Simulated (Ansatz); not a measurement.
Consider the ligand exchange at the Si–Br bond: `Br[SiH]1N[SiH2]1` + HCl → `Cl[SiH]1N[SiH2]1` + HBr.

Isolated molecules relaxed with PBE0-D4/def2-TZVP in Ansatz; ΔE leaves out vibrations. CCSD(T)/CBS is the MP2 limit (def2-TZVPP, def2-QZVPP) plus CCSD(T) − MP2 in def2-TZVPP, frozen cores. This one scheme is used for every species. Functionals use def2-TZVPP. B3LYP here is the variant with VWN-RPA as its local correlation; programs differ in this. HSE06 is defined as in plane-wave codes. For Br outer-core shells are correlated without core-valence functions, which leaves a few kJ/mol of doubt a bond. Scalar relativity is left out up to krypton.

```csv
level,ΔE (kcal/mol),difference from CCSD(T)/CBS
BLYP-D4,-0.9,-0.9
r2SCAN-D4,-0.6,-0.6
B3LYP-D4,-0.7,-0.7
r2SCAN0-D4,-0.4,-0.4
HSE06-D4,-0.1,-0.1
CAM-B3LYP-D4,-1.1,-1.1
PBE-QIDH,-0.1,-0.1
revPBE,-0.4,-0.4
B3LYP,-1.0,-1.0
r2SCANh,-0.6,-0.6
BHLYP,-1.0,-1.0
LC-ωPBE,-0.8,-0.8
HF/def2-TZVPP,-0.8,-0.8
CCSD(T)/def2-TZVPP,-0.4,-0.4
HF/CBS(def2),-1.0,-1.0
MP2/CBS(def2),0.3,0.3
CCSD(T)/CBS,0.0,0
```

Question: What do rigid-rotor, harmonic-oscillator terms from PBE0-D4/def2-TZVP frequencies (298.15 K, 1 bar) make of the CCSD(T)/CBS value? (Estimate.)

Answer: Ansatz gave: ΔZPE = -0.2 kcal/mol, ΔH = -0.3 kcal/mol, ΔS = 0 J/(mol·K), ΔG = -0.3 kcal/mol.

Largest T1 diagnostic among the species: 0.012.

At CCSD(T), def2-SVP lies −1.0 kcal/mol from the extrapolated value and def2-TZVPP −0.4 kcal/mol. Leaving LDA and LC-ωPBE aside and taking each functional with its dispersion term where it has one, the values, not all of them listed here, spread over 1.3 kcal/mol, from B97M-V to HSE06-D4.

CCSD(T)/CBS has its own doubt, a few kJ/mol and more with outer-core shells, so smaller differences from it don't rank the levels.
